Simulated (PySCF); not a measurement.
CH$_{3}$Cl$_{3}$Sn, charge +1, doublet, at a GFN2-xTB geometry (such geometries of metal compounds can be far from the true shape) (a state made from the parent by changing its charge; the spin is typed, not shown lowest) (all electrons, no relativity); HF/STO-3G (PySCF).

Here is a job for PySCF.
```python
from pyscf import gto, scf

mol = gto.Mole()
mol.atom = '''
    C    -2.428949   -0.349516    0.105120
    Sn   -0.112564   -0.016198    0.004872
    Cl    0.696933   -1.410273   -1.669274
    Cl    0.224163    2.228412   -0.494969
    Cl    0.740126   -0.579096    2.092349
    H    -2.522982   -1.394042    0.382094
    H    -2.753346    0.352361    0.865862
    H    -2.762509   -0.115074   -0.900050
'''
mol.basis = 'sto-3g'
mol.charge = 1
mol.spin = 1
mol.verbose = 4
mol.build()

mf = scf.UHF(mol)
mf.kernel()
```

What the program printed (banner, timings and long lists left out):

```
PySCF version 2.14.0

[INPUT] verbose = 4
[INPUT] num. atoms = 8
[INPUT] num. electrons = 109
[INPUT] charge = 1
[INPUT] spin (= nelec alpha-beta = 2S) = 1
[INPUT] symmetry False subgroup None
[INPUT] Mole.unit = angstrom
[INPUT] Symbol           X                Y                Z      unit          X                Y                Z       unit  Magmom
[INPUT]  1 C     -2.428949000000  -0.349516000000   0.105120000000 AA   -4.590048380536  -0.660489516153   0.198648010214 Bohr   0.0
[INPUT]  2 Sn    -0.112564000000  -0.016198000000   0.004872000000 AA   -0.212715131486  -0.030609783766   0.009206745679 Bohr   0.0
[INPUT]  3 Cl     0.696933000000  -1.410273000000  -1.669274000000 AA    1.317012497172  -2.665029730869  -3.154470686857 Bohr   0.0
[INPUT]  4 Cl     0.224163000000   2.228412000000  -0.494969000000 AA    0.423606677261   4.211088372694  -0.935355850150 Bohr   0.0
[INPUT]  5 Cl     0.740126000000  -0.579096000000   2.092349000000 AA    1.398635437670  -1.094332839831   3.953966567008 Bohr   0.0
[INPUT]  6 H     -2.522982000000  -1.394042000000   0.382094000000 AA   -4.767744997207  -2.634357586141   0.722053013840 Bohr   0.0
[INPUT]  7 H     -2.753346000000   0.352361000000   0.865862000000 AA   -5.203069866167   0.665865786978   1.636242041668 Bohr   0.0
[INPUT]  8 H     -2.762509000000  -0.115074000000  -0.900050000000 AA   -5.220385426646  -0.217458344058  -1.700847998415 Bohr   0.0

nuclear repulsion = 868.708947560525
number of shells = 32
number of NR pGTOs = 186
number of NR cGTOs = 62
basis = sto-3g
ecp = {}

******** <class 'pyscf.scf.uhf.UHF'> ********
method = UHF
initial guess = minao
damping factor = 0
level_shift factor = 0
DIIS = <class 'pyscf.scf.diis.CDIIS'>
diis_start_cycle = 1
diis_space = 8
diis_damp = 0
SCF conv_tol = 1e-09
SCF conv_tol_grad = None
SCF max_cycles = 50
direct_scf = True
direct_scf_tol = 1e-13
number electrons alpha = 55  beta = 54
Set gradient conv threshold to 3.16228e-05
init E= -7348.46949697782

cycle= 1 E= -7366.00728817875  delta_E= -17.5  |g|= 0.288  |ddm|= 2.41
cycle= 2 E= -7366.08944368863  delta_E= -0.0822  |g|= 0.105  |ddm|= 0.714
cycle= 3 E= -7366.10007568379  delta_E= -0.0106  |g|= 0.0363  |ddm|= 0.18
cycle= 4 E= -7366.1032731534  delta_E= -0.0032  |g|= 0.0164  |ddm|= 0.131
cycle= 5 E= -7366.10408087287  delta_E= -0.000808  |g|= 0.00464  |ddm|= 0.0852
cycle= 6 E= -7366.10413996752  delta_E= -5.91e-05  |g|= 0.0019  |ddm|= 0.0207
cycle= 7 E= -7366.10415128742  delta_E= -1.13e-05  |g|= 0.000647  |ddm|= 0.0101
cycle= 8 E= -7366.10415276096  delta_E= -1.47e-06  |g|= 0.00018  |ddm|= 0.00414
cycle= 9 E= -7366.10415289537  delta_E= -1.34e-07  |g|= 9.19e-05  |ddm|= 0.00109
cycle= 10 E= -7366.10415293973  delta_E= -4.44e-08  |g|= 3.19e-05  |ddm|= 0.000784
cycle= 11 E= -7366.10415294487  delta_E= -5.15e-09  |g|= 5.19e-06  |ddm|= 0.000319
cycle= 12 E= -7366.10415294497  delta_E= -9.28e-11  |g|= 1.85e-06  |ddm|= 3.36e-05
Extra cycle  E= -7366.10415294501  delta_E= -4e-11  |g|= 1.01e-06  |ddm|= 5.71e-06
converged SCF energy = -7366.10415294501  <S^2> = 0.76999049  2S+1 = 2.0198916
```
